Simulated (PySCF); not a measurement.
A calculated (UHF, PySCF 2.14, aug-cc-pVDZ-DK, the spin-free X2C one-electron Hamiltonian (Gaussian nucleus)) atom or ion has these occupied shells.

```json
{"shell": "1s α", "electrons": "1", "orbital energy (eV)": "-7193.2", "rms radius, mean of both spins (bohr)": "0.0675"}
{"shell": "1s β", "electrons": "1", "orbital energy (eV)": "-7193.1", "rms radius, mean of both spins (bohr)": "0.0675"}
{"shell": "2s α", "electrons": "1", "orbital energy (eV)": "-902.25", "rms radius, mean of both spins (bohr)": "0.288"}
{"shell": "2s β", "electrons": "1", "orbital energy (eV)": "-898.90", "rms radius, mean of both spins (bohr)": "0.288"}
{"shell": "2p α", "electrons": "3", "orbital energy (eV)": "-768.13", "rms radius, mean of both spins (bohr)": "0.260"}
{"shell": "2p β", "electrons": "3", "orbital energy (eV)": "-764.78", "rms radius, mean of both spins (bohr)": "0.260"}
{"shell": "3s α", "electrons": "1", "orbital energy (eV)": "-138.65", "rms radius, mean of both spins (bohr)": "0.872"}
{"shell": "3s β", "electrons": "1", "orbital energy (eV)": "-129.03", "rms radius, mean of both spins (bohr)": "0.872"}
{"shell": "3p α", "electrons": "3", "orbital energy (eV)": "-99.266", "rms radius, mean of both spins (bohr)": "0.935"}
{"shell": "3p β", "electrons": "3", "orbital energy (eV)": "-87.641", "rms radius, mean of both spins (bohr)": "0.935"}
{"shell": "3d α", "electrons": "5", "orbital energy (eV)": "-36.707", "rms radius, mean of both spins (bohr)": "1.19"}
{"shell": "3d β", "electrons": "1", "orbital energy (eV)": "-31.145", "rms radius, mean of both spins (bohr)": "1.19"}
```

Q: Name the element and its charge.

A: Fe²⁺ (iron, charge +2), in [Ar] 3d6, high-spin 5D determinant.
